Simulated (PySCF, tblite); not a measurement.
Isomers of C7H8N (doublet state). Level: GFN2-xTB in tblite, geometry and Hessian alike; calculated harmonic values, unscaled, isolated species. The method is semi-empirical: single wavenumbers can be off by several per cent or more. One conformer each. Open shells enter through the occupations alone, without spin polarisation, and single modes of such species can be off by tens of per cent.

Electronic energies: B3LYP/pcH-1 single points on the GFN2-xTB geometries (PySCF, gas phase).

```json
{"SMILES": "C#C[C@H]1[CH]C=NCC1", "electronic energy, lowest = 0 (kcal/mol)": "39.6"}
{"SMILES": "[CH2]Cc1ccccn1", "electronic energy, lowest = 0 (kcal/mol)": "0.0"}
{"SMILES": "[CH2]/C=C\\n1cccc1", "electronic energy, lowest = 0 (kcal/mol)": "4.0"}
```

**Question.** How do GFN2-xTB zero-point energies change the relative energies?

**Answer.** 
| SMILES | ZPE (kcal/mol) | of it from modes above 1550 cm⁻¹ | electronic (kcal/mol) | with ZPE, lowest = 0 (kcal/mol) | lowest mode (cm⁻¹) | rings |
| --- | --- | --- | --- | --- | --- | --- |
| [CH2]Cc1ccccn1 | 79.2 | 39.6 | 0.0 | 0.0 | 76 | 1 |
| [CH2]/C=C\n1cccc1 | 80.1 | 35.9 | 4.0 | 4.9 | 70 | 1 |
| C#C[C@H]1[CH]C=NCC1 | 79.4 | 37.8 | 39.6 | 39.8 | 80 | 1 |

The zero-point energies span 0.9 kcal/mol, from `[CH2]Cc1ccccn1` to `[CH2]/C=C\n1cccc1`. The order is unchanged.

**Question.** And how do the electronic energies of GFN2-xTB itself compare?

**Answer.** `[CH2]Cc1ccccn1` 11.7; `[CH2]/C=C\n1cccc1` 0.0; `C#C[C@H]1[CH]C=NCC1` 35.5 kcal/mol, lowest = 0. Against the energies above, taken from the same isomer `[CH2]Cc1ccccn1`, the largest difference is 15.8 kcal/mol.

**Question.** What do entropy and thermal enthalpy add at 298.15 K and 1 bar (rigid rotor, harmonic oscillator, one conformer each)?

**Answer.** 
```json
{"SMILES": "[CH2]Cc1ccccn1", "point group": "C1", "symmetry number": "1", "S (cal/(mol K))": "87.0", "H − H(0) (kcal/mol)": "5.43", "ZPE + H − H(0) − TS (kcal/mol)": "58.7"}
{"SMILES": "[CH2]/C=C\\n1cccc1", "point group": "C1", "symmetry number": "1", "S (cal/(mol K))": "85.3", "H − H(0) (kcal/mol)": "5.18", "ZPE + H − H(0) − TS (kcal/mol)": "59.8"}
{"SMILES": "C#C[C@H]1[CH]C=NCC1", "point group": "C1", "symmetry number": "1", "S (cal/(mol K))": "86.7", "H − H(0) (kcal/mol)": "5.41", "ZPE + H − H(0) − TS (kcal/mol)": "59.0"}
```

S holds R ln(2S + 1) for the spin.
